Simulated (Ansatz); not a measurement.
`[Cl][SnH2][Br]` + HI → `[Cl][SnH2][I]` + HBr at 500 K and 1 bar (ligand exchange at the Sn–Br bond).

Calculated with Ansatz (gas phase, PBE0-D4/def2-TZVP geometries, no zero-point term in ΔE). CCSD(T)/CBS is the MP2 limit (def2-TZVPP, def2-QZVPP) plus CCSD(T) − MP2 in def2-TZVPP, frozen cores. Elements past krypton have def2 core potentials. For Br, I, Sn outer-core shells are correlated without core-valence functions, which leaves a few kJ/mol of doubt a bond. Scalar relativity is left out up to krypton.

```csv
species,CCSD(T)/CBS energy (Eh),H − E (kJ/mol),S (J/(mol·K))
`[Cl][SnH2][Br]`,-3248.40375,73.8,373.3
HI,-298.03592,28.6,221.6
`[Cl][SnH2][I]`,-972.52417,73.5,381.8
HBr,-2573.91920,30.5,213.7
```

H − E and S are ideal-gas, rigid-rotor, harmonic terms from PBE0-D4/def2-TZVP. 1 Eh = 2625.50 kJ/mol, R = 8.31446 J/(mol·K).

Q: By hand: ΔE, ΔH, ΔS and ΔG.

A: ΔE = (-972.52417) + (-2573.91920) − (-3248.40375) − (-298.03592) = -0.00370 Eh = -9.7 kJ/mol. Δ(H − E) = 73.5 + 30.5 − 73.8 − 28.6 = 1.6, so ΔH = -8.1 kJ/mol. ΔS = 381.8 + 213.7 − 373.3 − 221.6 = 0.6 J/(mol·K). ΔG = -8.1 − 500 × (0.6)/1000 = -8.4 kJ/mol.

Q: By hand: the equilibrium constant, and the temperature at which ΔG would vanish if ΔH and ΔS stayed fixed.

A: log₁₀ K = −ΔG/(RT ln 10) = 0.9. ΔH and −TΔS have one sign here, so there is no such temperature.

The number of gas molecules stays the same, so ΔS is small and ΔH decides. A doubt of 5 kJ/mol in ΔE shifts log₁₀ K by 0.5 here. These are equilibria of isolated gas molecules and say nothing of rates. Largest T1 diagnostic: 0.010 (customary marks: 0.02 for closed shells, 0.045 for open ones).

ΔS is within the doubt of such terms, so its sign, and with it that verdict, could turn.
